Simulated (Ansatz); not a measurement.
Clusters of 3 atoms, halide: PBE0-D4/def2-TZVPD single points in Ansatz on relaxed structures, gas phase. Each cluster is the lowest isomer that a short search found in that spin, judged at the geometry's level, and lower ones may exist. Core potentials for Au, Cs, I, Pb, no spin–orbit coupling. HOMO and LUMO are taken over both spins. Binding counts from free atoms in the multiplicity of their measured ground term, without zero-point energy. Singlets are spin-restricted. The spins of the ions were chosen, not always searched. A dash marks a value that wasn't run or was left out as unsound. The structures are stationary points that may keep the symmetry of their start. Remarks come from the PBE and PBE0 runs and from stability tests at other levels; not every state was tested. A HOMO above zero means that the electron is unbound at that level and held by the basis, or that self-interaction error raises the level; the energy of removing that electron tells which. HOMO above LUMO (over both spins in singlets and doublets, within one spin in higher multiplets; at PBE or PBE0), or a gap under 0.15 eV within one spin, warns that the state may not be the lowest or that an electron is smeared out.

Task: Estimate the order by LUMO (eV), lowest first.
A. PbCl2 (singlet)
B. Li2F (doublet; reduced ion triplet)
C. PbF2 (singlet)
D. AuCl2 (doublet; reduced ion singlet)

Result: D (-6.48), A (-3.18), C (-2.86), B (-1.51).

In full:

```
species  atoms                         state             geometry  HOMO (eV)  LUMO (eV)  gap (eV)  vertical EA (eV)  binding per atom (eV)          lowest of the spins relaxed  point group (within 0.1 Å)                                                                                                       remarks
   PbF2      3                       singlet    PBE0-D4/def2-TZVP      -9.11      -2.86      6.25              0.99                   3.17                                    –                         C2v                                                                                  HOMO above zero (-1 doublet)
  AuCl2      3  doublet; reduced ion singlet    PBE0-D4/def2-TZVP      -8.50      -6.48      2.02              4.42                   1.75                                    –                         D∞h        HOMO above LUMO, gap within one spin near zero, gap within one spin near zero at PBE or PBE0 (quartet)
   Cu2F      3  doublet; reduced ion singlet  r2SCAN-D4/def2-TZVP      -5.19      -2.81      2.37                 –                   1.72                                    –                         C2v                                      HOMO above zero (-1 singlet), restricted SCF unstable in HF (-1 singlet)
  PbCl2      3                       singlet    PBE0-D4/def2-TZVP      -8.25      -3.18      5.08              1.44                   2.61                                    –                         C2v                                                                                  HOMO above zero (-1 doublet)
  CsF2⁻      3                       singlet   PBE0-D4/def2-TZVPD      -2.09          –         –                 –                      –  singlet, of singlet/triplet/quintet                         C2v                                                          HOMO above zero (triplet), HOMO above zero (quintet)
   KI2⁻      3                       singlet   PBE0-D4/def2-TZVPD      -2.79          –         –                 –                      –  singlet, of singlet/triplet/quintet                         D∞h  HOMO above zero (triplet), HOMO above zero (quintet), gap within one spin near zero at PBE or PBE0 (quintet)
   Li2F      3  doublet; reduced ion triplet   B3LYP-D4/def2-TZVP      -3.21      -1.51      1.69              0.49                   2.40                                    –                         C2v                                                                                  HOMO above zero (-1 triplet)
```

The gap (eV) runs from 1.69 (Li2F) to 6.25 (PbF2). The vertical EA (eV) runs from 0.49 (Li2F) to 4.42 (AuCl2).
